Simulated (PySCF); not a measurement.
Q: What does the PBE0-D3(BJ)/def2-SVP structure of InChI=1S/C5H12GeO2/c1-5(2)6(7-3)8-4/h6H,1H2,2-4H3 look like in three dimensions?

A: 
Z-matrix in Å and degrees, rows numbered from 1:
```
C 
C   1  1.3388
C   2  1.4980  1  124.09
Ge  2  1.9430  1  117.58  3   178.39
O   4  1.7808  2  108.02  1     4.73
C   5  1.3981  4  121.69  2    92.06
O   4  1.7699  2  109.63  1  -111.04
C   7  1.4021  4  120.57  2    54.66
H   1  1.0944  2  121.16  3  -178.97
H   1  1.0975  2  121.52  3     0.46
H   3  1.1012  2  111.80  1    -0.79
H   3  1.1029  2  110.94  1   120.12
H   3  1.1032  2  111.35  1  -121.73
H   4  1.5381  2  116.27  1   129.44
H   6  1.1019  5  108.66  4   171.49
H   6  1.1074  5  112.68  4    52.50
H   6  1.1074  5  112.60  4   -69.48
H   8  1.1047  7  111.76  4    76.90
H   8  1.1070  7  112.70  4   -44.54
H   8  1.1017  7  108.49  4  -163.97
```

The 2 C–C bonds span 1.339 Å (C1=C2, drawn double) to 1.498 Å (C2–C3, drawn single), a spread of 0.159 Å. Of the pairs four or more bonds apart, O5···H9 is among the closest relative to their van der Waals radii: 2.59 Å, 95 % of the sum of Bondi's values. Ge4 (germanium bonded to C, 2 O and H) is distorted tetrahedral (angles from 105.5° to 116.3°).

Computed with PBE0-D3(BJ)/def2-SVP geometry optimisation, gas phase in PySCF 2.14.0.

Point group: C1 (no symmetry element, even within 0.4 Å). Whether it is a minimum is left open (no frequencies). The numbers are those of one conformer (C1–C2–Ge4–O5 5°, C2–Ge4–O5–C6 92°, C2–Ge4–O7–C8 55°).
